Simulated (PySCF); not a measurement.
Two-component Hartree-Fock for Tb⁶³⁺ (terbium, charge +63)

Start: 1s2. Calculated with PySCF 2.14 in an even-tempered Gaussian basis (16 s from 20 bohr⁻², ratio 2.6; 12 p from 26 bohr⁻², ratio 2.6; 6 d from 27 bohr⁻², ratio 2.8; 3 f from 1100 bohr⁻², ratio 2.8): generalised Hartree-Fock with the X2C-1e Hamiltonian and a Gaussian nucleus; spin-orbit coupling (SO) screened by Boettger's factors.

```tsv
spinor shell	electrons	ε, screened SO (eV)	weight of nominal j (screened SO)	rms radius, screened SO (bohr)
1s1/2	2	-59871.8	1.000	0.0243
```

| quantity | screened SO |
| --- | --- |
| E (hartree) | -4446.67472 |
| M_J | 0 |
| ⟨J²⟩ | 0.000 |
| ⟨L²⟩ | 0.000 |
| ⟨S²⟩ | 0.000 |

Breit and QED terms are absent; they matter most for the inner s and p1/2 levels.

Densities and radii are taken from the X2C orbitals without a picture-change correction, which distorts them close to the nucleus.
